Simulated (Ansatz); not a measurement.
Species: WH6, net charge -1, doublet state. The spin state was set by rule; other spins were not relaxed. SMILES: [WH6-]
Geometry: optimised at B3LYP-D3(BJ)/def2-TZVP (Ansatz, a first-principles code).

Parts of the frozen-core correlation energy in def2-SVPD (Ansatz, hartree). Frozen orbitals: 4; correlated occupied orbitals by spin: 7 and 6; virtual: 72 and 73. Open shells are spin-unrestricted. Spin-orbit coupling is left out. In def2 rows, elements after Kr have scalar-relativistic effective core potentials.

```
term                           value
-------------------------  ---------
reference (HF)             -69.74343
MP2 opposite-spin           -0.20451
MP2 same-spin               -0.05672
CCSD correlation            -0.29497
(T)                         -0.01192
T1 diagnostic                  0.032
largest doubles amplitude      0.045
<S^2> of the reference         0.775
```
